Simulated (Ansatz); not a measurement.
C₃H₆BCl₃O⁺, that is B(OCMe2)Cl3 with one electron fewer, relaxed as a doublet with UKS B3LYP-D4/def2-SVP in Ansatz, starting from the B3LYP-D4/def2-SVP geometry of the neutral singlet. Force threshold 0.02 eV/Å.

Start:

Cartesian coordinates in Å:
```
B -1.262 -0.524 -1.648
O 0.154 -0.290 -0.956
C 0.461 0.069 0.197
C 1.916 0.175 0.503
C -0.541 0.383 1.245
H 2.139 1.194 0.863
H 2.159 -0.509 1.334
H 2.524 -0.064 -0.378
H -1.196 -0.496 1.372
H -1.205 1.176 0.861
H -0.072 0.675 2.191
Cl -2.138 1.098 -1.580
Cl -2.097 -1.846 -0.668
Cl -0.844 -1.041 -3.336
```

| step | energy (eV) | largest force component (eV/Å) | SCF passes |
| --- | --- | --- | --- |
| 1 | -43480.2471 | 1.459 | 28 |
| 2 | -43480.3719 | 1.408 | 30 |
| 3 | -43480.4199 | 0.785 | 29 |
| 4 (rejected) | -43480.1561 | 3.466 | 33 |
| 5 | -43480.4438 | 0.318 | 27 |
| 6 | -43480.4473 | 0.187 | 30 |
| 7 (rejected) | -43480.4466 | 0.116 | 32 |
| 8 | -43480.4493 | 0.026 | 29 |
| 9 | -43480.4493 | 0.026 | 20 |
| 10 (rejected) | -43480.4493 | 0.035 | 25 |
| 11 | -43480.4493 | 0.006 | 24 |

Force components are those of the run's own axes.

End:

| atom | x (Å) | y (Å) | z (Å) |
| --- | --- | --- | --- |
| B1 | -1.2103 | -0.5020 | -1.5836 |
| O2 | 0.1172 | -0.2866 | -0.9356 |
| C3 | 0.4630 | 0.0767 | 0.2275 |
| C4 | 1.9107 | 0.1716 | 0.4863 |
| C5 | -0.5285 | 0.3911 | 1.2817 |
| H6 | 2.1440 | 1.1923 | 0.8414 |
| H7 | 2.1623 | -0.4944 | 1.3327 |
| H8 | 2.5079 | -0.0812 | -0.3975 |
| H9 | -1.1833 | -0.4827 | 1.4442 |
| H10 | -1.1867 | 1.2062 | 0.9330 |
| H11 | -0.0463 | 0.6780 | 2.2231 |
| Cl12 | -2.1566 | 1.0521 | -1.7138 |
| Cl13 | -2.1198 | -1.8836 | -0.8122 |
| Cl14 | -0.8737 | -1.0375 | -3.3271 |

By distances, no bond broke or formed. The bond that changes most is B1–O2, from 1.59 to 1.49 Å (atoms count from 1).

No frequencies were taken in this run, so the end may be a saddle point.

Run time 73 s (2 threads of AMD EPYC 7R13 on a shared host), peak host memory 0.66 GiB.
